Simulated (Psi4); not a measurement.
Pair of molecules, SMILES [C-]#[O+] with SMILES S (the first has 2 atoms); geometry from B3LYP-D3(BJ)/def2-TZVP, rigid monomers moved along the line of their centres of mass till C1···S3 is 6.45 Å.
(charge 0, multiplicity 1):
```xyz
5

C      0.1707    -0.6345     0.1989
O     -0.0032     0.2786    -0.4345
S     -0.4021     0.2964     6.5602
H      0.7450    -0.3296     6.2535
H     -1.1430    -0.7448     6.1490
```

Computed with Psi4 1.11 with SAPT0/jun-cc-pV(D+d)Z.

Question: Give the four SAPT terms and the total, and say what mostly holds the pair together.

Answer: electrostatics -1.0, exchange 0.0, induction 0.0, dispersion -0.8, total -1.8 meV; the largest attraction is electrostatics.
